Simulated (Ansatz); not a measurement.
`C=C[SiH2]O[SiH2]F` + `C=C([SiH3])[SeH]` → `C=C([SeH])[SiH2]F` + `C=C[SiH2]O[SiH3]`  (redistribution)

Computed with Ansatz on PBE0-D4/def2-TZVP structures; ΔE is electronic, products minus reactants. CCSD(T)/CBS is the MP2 limit (def2-TZVPP, def2-QZVPP) plus CCSD(T) − MP2 in def2-TZVPP, frozen cores. This one scheme is used for every species. For Se outer-core shells are correlated without core-valence functions, which leaves a few kJ/mol of doubt a bond. Scalar relativity is left out up to krypton. Each species was taken in one conformer, which may not be the lowest.

```
            species  CCSD/CBS(def2) energy (Eh)
`C=C[SiH2]O[SiH2]F`                  -833.54330
 `C=C([SiH3])[SeH]`                 -2769.43121
`C=C([SeH])[SiH2]F`                 -2868.68848
 `C=C[SiH2]O[SiH3]`                  -734.27842
```

(1) Work out ΔE.

Largest T1 diagnostic among the species: 0.012.

Answers

(1) ΔE = (-2868.68848) + (-734.27842) − (-833.54330) − (-2769.43121) = 0.00761 Eh = +0.21 eV. CCSD(T)/CBS gives +0.21 eV.
